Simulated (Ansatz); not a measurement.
Isolated molecules relaxed with PBE0-D4/def2-TZVP in Ansatz; ΔE leaves out vibrations. CCSD(T)/CBS is the MP2 limit (def2-TZVPP, def2-QZVPP) plus CCSD(T) − MP2 in def2-TZVPP, frozen cores. DFT in def2-TZVPP. B3LYP here is the variant with VWN-RPA as its local correlation; programs differ in this. One conformer a species, not always the lowest.

Reaction (cleavage of the Al–Al bond): `[OH][Al]([SH])[AlH][F]` + `CC(C)N` → `CC(C)[NH][AlH][F]` + `[OH][AlH][SH]`

`[OH][Al]([SH])[AlH][F]`:

Cartesian coordinates in Å:
```
O -0.320 -2.250 -0.277
Al 0.003 -0.594 -0.433
S 0.609 0.182 -2.391
Al -0.225 0.945 1.614
F 0.108 2.533 1.266
H -0.263 -2.898 -0.978
H 0.707 1.438 -1.920
H -0.619 0.645 3.119
```

`CC(C)N`:

```xyz
13

C     0.955    0.541   -0.851
C    -0.241    0.265    0.041
C    -0.774   -1.141   -0.167
N     0.165    0.413    1.434
H     1.334    1.556   -0.700
H     1.763   -0.159   -0.623
H     0.688    0.439   -1.905
H    -1.041    0.973   -0.236
H    -1.089   -1.290   -1.202
H    -1.638   -1.335    0.476
H    -0.001   -1.875    0.075
H     0.502    1.352    1.608
H    -0.622    0.259    2.052
```

`CC(C)[NH][AlH][F]`:

Z-matrix (Å, degrees):
```
C
C 1 1.522
H 1 1.093 2 111.3
H 1 1.092 2 110.8 3 120.9
H 1 1.095 2 110.3 3 -119.6
C 2 1.522 1 111.1 3 57.1
N 2 1.454 1 111.4 3 -178.1
H 2 1.098 1 107.9 3 -61.0
H 6 1.095 2 110.3 1 62.6
H 6 1.093 2 111.3 1 -57.0
H 6 1.092 2 110.8 1 -178.0
Al 7 1.758 2 127.3 1 117.8
H 7 1.011 2 111.7 1 -62.2
F 12 1.652 7 118.1 2 179.9
H 12 1.571 7 122.0 2 -0.1
```

`[OH][AlH][SH]`:

```xyz
6

O     0.051    1.149   -0.981
Al   -0.452    0.368    0.430
S     0.216   -1.648    0.950
H     0.641    0.794   -1.643
H    -1.430    1.126    1.395
H     0.974   -1.788   -0.151
```

```tsv
level	ΔE (eV)
ωB97X-V	-0.85
r2SCAN	-0.88
B3LYP	-0.86
MP2/def2-TZVPP	-0.98
SCS-MP2/def2-TZVPP	-0.96
MP2/def2-QZVPP	-0.98
HF/CBS(def2)	-0.91
CCSD/CBS(def2)	-0.87
```

Problem. What does CCSD(T)/CBS give? (Best estimate.)

Solution. The calculation gave: -0.86 eV. The listed levels differ from it by 0.01, -0.02, 0.00, -0.12, -0.10, -0.12, -0.05, -0.01 eV.

Largest T1 diagnostic among the species: 0.013.

From PBE to PBE0 (25 % exact exchange), in def2-TZVPP and without D4, ΔE moves by −0.03 eV. The D4 term adds −0.04 eV with B3LYP and −0.02 eV with PBE0; it sums over pairs of atoms, weighted by their polarisabilities, and B3LYP, whose exchange is more repulsive, gets the larger term.
